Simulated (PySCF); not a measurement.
# [La(NH3)2]3+ at several levels of theory

Computed with PySCF 2.14.0 (density fitting, no spin-orbit coupling) at the geometry relaxed with BP86:

```xyz
9
[La(NH3)2]3+ (singlet)
La    1.1610   -0.1132    0.0001
N    -0.1994    0.0190    2.1318
H     0.2859    0.4947    2.9326
H    -1.1124    0.5333    2.0779
H    -0.4788   -0.9017    2.5525
N    -0.1992    0.0160   -2.1322
H     0.2728   -0.3910   -2.9775
H    -1.1262   -0.4755   -2.1276
H    -0.4530    0.9817   -2.4576
```

```tsv
level	basis	state	HOMO (eV)	gap (eV)	charge on La1 (e)	population of f-type functions on La1 (polarisation alone where 4f lies in the core)	dipole about the centre of mass (D)	largest force component (eV/Å)
BP86	La lcecp-1-SVP with ECP46, N def2-SVP, H def2-SVP	singlet	-23.62	5.10	2.12	0.03	3.09	0.01
B3LYP	the same	singlet	-24.68	6.75	2.18	0.03	2.83	0.36
BP86	La lcecp-1-TZVP with ECP46, N def2-TZVP, H def2-TZVP	singlet	-23.54	5.10	2.28	0.04	3.10	0.33
BP86	La x2c-SVPall, N x2c-SVPall, H x2c-SVPall	singlet	-23.69	4.98	2.08	0.09	3.14	0.45
```

In the lcecp rows the 4f levels are missing from HOMO and gap, and the state counts the valence alone.

Charges are Mulliken's, which hang on the basis. The relaxation used the grid (50, 194), these runs (75, 302) or, all-electron (x2c bases, spin-free X2C Hamiltonian), (99, 590).

Task: A further run in the first row's basis gives HOMO (eV) -27.36, gap (eV) 12.08, charge on La1 (e) 2.25, population of f-type functions on La1 (polarisation alone where 4f lies in the core) 0.03, dipole about the centre of mass (D) 2.50, largest force component (eV/Å) 0.46. Which level was it?
A. PBE0
B. M06-L
C. wB97X

Result: C. The others give HOMO -24.97 eV (PBE0); -23.76 eV (M06-L).

In the first row's basis the gap widens with exact exchange: 5.1 to 5.8 eV for BP86, M06-L (none); 6.8 to 7.4 eV for B3LYP, PBE0 (a fixed share); 12.1 eV for wB97X (rising or full at long range).

A frequency check found unstable modes (2, the lowest at -58 cm⁻¹), so the relaxed geometry is probably a saddle point.
